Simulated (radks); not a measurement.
Problem. Coherent X-ray form factor from a spherical all-electron density. Method: Dirac Kohn-Sham, Slater X-alpha with alpha = 0.953, spin-unpolarised, spherical densities, point nucleus; computed with a radial shooting solver on a logarithmic mesh with Libxc functionals.

| sin(theta)/lambda (1/angstrom) | f0 (electrons) |
|---|---|
| 0.05 | 60.708 |
| 0.1 | 57.773 |
| 0.15 | 54.439 |
| 0.2 | 51.074 |
| 0.25 | 47.742 |
| 0.3 | 44.545 |
| 0.4 | 38.896 |
| 0.5 | 34.294 |
| 0.6 | 30.485 |
| 0.8 | 24.516 |
| 1 | 20.368 |
| 1.25 | 17.079 |
| 1.5 | 14.846 |
| 2 | 11.148 |

The species is in the configuration that NIST lists as its ground one. Which atom or ion scatters so?

Solution. Neutral samarium, [Xe] 4f6 6s2. Extrapolating in s^2 from the first two rows gives f0(0) = 61.7, near the electron count 62; among species with that count, the fall with angle is slower the higher Z, and the table is that of Z = 62; from so few rows the species is fixed only to a neighbour or two.
